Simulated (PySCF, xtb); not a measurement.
Si(F)2(NHMe)(OH) (CH₅F₂NOSi), SMILES O[Si](F)(NC)F.

Geometry: r2SCAN-D4/def2-SVP. This is a generated structure with no PubChem entry under its InChIKey; it may be hypothetical. The values are those of a single conformer.

Method: C-PCM-ωB97X/def2-SVP (PySCF).

The values are the electrostatic part of the solvation free energy, E(continuum) − E(gas) at the gas-phase geometry, in a cavity of scaled van der Waals radii (PySCF's table); cavitation and dispersion terms are not included. In vacuum the orbital gap is 13.10 eV. The dipole moment in vacuum is 3.65 D.

| solvent | ε | ΔG(elec) (kcal/mol) | dipole (D) | gap (eV) |
|---|---|---|---|---|
| water | 78.36 | -7.6 | 4.27 | 13.16 |
| 1-octanol | 9.86 | -6.9 | 4.20 | 13.16 |
| benzene | 2.27 | -4.1 | 3.98 | 13.15 |

For comparison, GFN2-xTB/ALPB(water) (xtb, at the GFN2-xTB geometry, all terms of that model) gives -7.1 kcal/mol.
